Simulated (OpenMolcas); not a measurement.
## Levels of Os VI by method

* Program: OpenMolcas
* Basis: ANO-R3 [10s7p6d4f3g2h]
* Scalar Hamiltonian: X2C, finite nucleus
* Active space: 3 electrons in 10 orbitals (5d 6d)
* State averaging: 2S+1 = 4 even, 10 roots; 2S+1 = 2 even, 35 roots
* Spin-orbit coupling: state interaction with AMFI integrals over the reference wave functions, term energies averaged over their components

Methods on the same reference wave functions:
A. CASSCF
B. SS-CASPT2, IPEA 0.25 Eh, imaginary shift 0.1 Eh (closed shells correlated: 5s 5p)

Energies in cm-1 above 5d3 4F 3/2, the measured ground level; measured values from the list in Brasseur, Palmeri and Quinet, Atoms 13, 11 (2025).

```json
{"Level": "5d3 4F 3/2", "A": "0.0", "B": "0.0", "Measured": "0.0"}
{"Level": "5d3 4F 5/2", "A": "5691", "B": "6050", "Measured": "6397"}
{"Level": "5d3 4F 7/2", "A": "10895", "B": "11070", "Measured": "11444"}
{"Level": "5d3 4F 9/2 [57 %]", "A": "14772", "B": "14370", "Measured": "14678"}
{"Level": "5d3 4P 1/2 [66 %]", "A": "18975", "B": "16650", "Measured": "16772"}
{"Level": "5d3 2G 7/2", "A": "24337", "B": "22620", "Measured": "22920"}
{"Level": "5d3 2H 9/2 [56 %]", "A": "25071", "B": "23860", "Measured": "24028"}
{"Level": "5d3 4P 5/2", "A": "27431", "B": "25840", "Measured": "24828"}
{"Level": "5d3 2P 1/2 [66 %]", "A": "32075", "B": "28510", "Measured": "28860"}
{"Level": "5d3 2H 11/2", "A": "34173", "B": "32260", "Measured": "32156"}
{"Level": "5d3 2D 5/2", "A": "38089", "B": "35170", "Measured": "34418"}
{"Level": "5d3 2G 9/2 [57 %]", "A": "38522", "B": "36800", "Measured": "37019"}
```

Deviations, from unrounded energies. A percentage is the sum of absolute deviations over the sum of measured energies, with the sign that they share, or ± where signs differ.

```tsv
Against measurement	Levels	A	B
mean absolute deviation (cm-1)	11	1700	370
fine structure of the ground term (%)	3	±4.1	-3.2
other terms of the ground configuration (%)	8	+8.0	±1.4
```

B lies closest to measurement on these levels. The largest miss of B in the table is 5d3 4P 5/2, by +1000 cm-1. The ranking rests on the paired levels alone, and a cruder setting can come out closer through cancelling errors.

From A to B the spin-free energies of the other terms of 5d3 shown, above 4F, scale by factors of 0.75 to 0.87, as is usual when dynamic correlation screens the repulsion within a d or f shell.

The lowest spin-free term lies below A's lowest term by 0.284 hartree in B.

CASPT2 does not keep the components of a term degenerate, so their means are used; among the terms shown or strongly mixed into the levels shown the widest spread is 260 cm-1 (5d3 4F, B). Active for correlation alone: 6d; no level in the range computed is led by a configuration that fills it, so any true level of that kind is missing. Without dynamic correlation excited terms often stand tens of per cent too high (terms of higher spin than the ground term too low), and those without a measured partner can miss by more than the paired ones (holds for A). Computed and measured levels are paired by configuration, term and J; levels that our copy of the source lacks, or whose pairing is in doubt (as where it misses far off the trend of its configuration), stay unpaired and out of the deviations. Levels of configurations outside the active space are missing. Levels that lie high or do not pair safely by name in every column are left out.

A share in square brackets marks a mixed level and gives the weight of the term that names it, the lowest over the columns.
